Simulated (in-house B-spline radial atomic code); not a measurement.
# RPA and G0W0 on B3LYP (VWN-RPA): the fluorine ion F⁷⁺

Configuration 1s2, mean-field start B3LYP (VWN-RPA). Computed with a B-spline radial code for spherical atoms: all electrons, non-relativistic, point nucleus, each spin shell either full or empty, empty states to l = 9 with an (l + 1/2)⁻⁴ tail; G0W0 by contour deformation at full frequency.

Relativity, left out, deepens the 1s level by about Z⁴α²/8 hartree.

Command:
```bash
python run_gw.py task.json out
```
Settings (radii: box in bohr, nucleus in fm):
```
Z                        9
electrons                2
configuration            1s2
hamiltonian              nr
method                   b3lyp
lmax                     9
spin_polarised           False
box_radius               8.41
intervals                44
ion_configuration        1s1
```

Cost of the run: 0.9 s on 1 thread of Arm Neoverse N1, on a shared host.

Energies (hartree):

| term | value |
| --- | --- |
| mean-field total | -75.48354 |
| Hartree-Fock functional on these orbitals | -75.48517 |
| direct second order | -0.092809 |
| second-order exchange | 0.046405 |
| SOSEX correction | 0.045088 |

Q: What is the RPA correlation energy, and what remains with SOSEX?

A: RPA gives -0.090173 hartree (-1.23 eV per electron); RPA + SOSEX gives -0.045085, and the second-order doubles -0.046404 hartree (no singles). SOSEX takes back 50 % of the RPA value, the self-correlation of each of the two electrons.

Quasi-particle levels (eV):

```
level  occupied  mean field  Σx - vxc     Σc  QP weight     G0W0
   1s       yes     -911.15    -42.50      ?          ?        ?
   2s        no     -199.85     15.26  -0.22      1.000  -184.80
```

G0W0 = mean field + (Σx - vxc) + Σc, with Σc (partial-wave tail included) taken at the quasi-particle energy.

Q: Where does G0W0 put 1s?

A: At -953.04 eV, with Σc = 0.61 eV and a quasi-particle weight of 0.996. The tabulated removal energy is 953.898 eV (NIST, tabulated theory).

Q: What does it cost to remove one electron (to 1s1) by differences of total energies, each species on its own start (correlation terms add to the Hartree-Fock functional)?

A: B3LYP (VWN-RPA) 952.93 eV, Hartree-Fock functional 952.01 eV, + RPA 953.84 eV, + RPA + SOSEX 953.23 eV, + second order 953.27 eV. Tabulated: 953.898 eV (NIST, tabulated theory).
